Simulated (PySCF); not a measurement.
A structure optimised at PBE-D3(BJ)/def2-SVP, used in a PySCF frequency run:

```xyz
7

N      2.3435     0.1443     0.3404
Sn     0.3869    -0.4293     0.1458
F     -0.2175    -1.2139     1.8257
F      0.2509    -1.8195    -1.2156
Br    -1.1883     1.3806    -0.4606
H      2.8932    -0.4230    -0.3247
H      2.6487    -0.1426     1.2843
```

### Question
Write its SMILES and formula.

### Answer
[NH2][Sn]([F])([F])[Br], BrF2H2NSn

### Question
What are its rotational constants (standard atomic weights)?

### Answer
2.6976, 0.99156, 0.98715 GHz
